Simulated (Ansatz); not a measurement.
The pair A = C2H4 (SMILES C=C) (first 6 atoms), B = HBr (SMILES Br); geometry from B3LYP-D3(BJ)/def2-TZVP.
(charge 0, multiplicity 1):
```
atom    x (Å)    y (Å)    z (Å)
----  -------  -------  -------
C     -0.1451  -0.5912   0.3237
C      0.1386   0.6887   0.1154
H      0.6302  -1.3467   0.3618
H     -1.1637  -0.9331   0.4615
H     -0.6367   1.4440   0.0745
H      1.1569   1.0305  -0.0252
Br     0.3259   0.5915   3.9581
H      0.2010   0.3847   2.5421
```

Correlated levels freeze the cores. Filled d and f shells under p-block atoms count as core.

Run with Ansatz (Gaussian orbitals). Values without a source in brackets are computed.

Total energies (hartree), monomers frozen at their geometry in the pair:

| structure | B3LYP/def2-TZVPPD | CCSD(T)/aug-cc-pVDZ | CCSD(T)/aug-cc-pVTZ |
|---|---|---|---|
| AB | -2653.4186063 | -2651.5003783 | -2651.7006667 |
| A in the pair's basis | -78.6255953 | -78.3695721 | -78.4440432 |
| B in the pair's basis | -2574.7906128 | -2573.1278271 | -2573.2528112 |
| A | -78.6255044 | -78.3683279 | -78.4436371 |
| B | -2574.7904778 | -2573.1268490 | -2573.2523904 |

Q: Work out the interaction energy without and with the counterpoise correction, and the superposition error, for each level.

A: 
E(AB) − E(A) − E(B), times 627.509 kcal/mol, with the monomers in their own basis and then in the pair's basis:
- B3LYP/def2-TZVPPD: -1.65 uncorrected, -1.50 corrected; the monomers gain 0.14 kcal/mol from borrowed functions
- CCSD(T)/aug-cc-pVDZ: -3.26 uncorrected, -1.87 corrected; the monomers gain 1.39 kcal/mol from borrowed functions
- CCSD(T)/aug-cc-pVTZ: -2.91 uncorrected, -2.39 corrected; the monomers gain 0.52 kcal/mol from borrowed functions

Ansatz is a first-principles code.
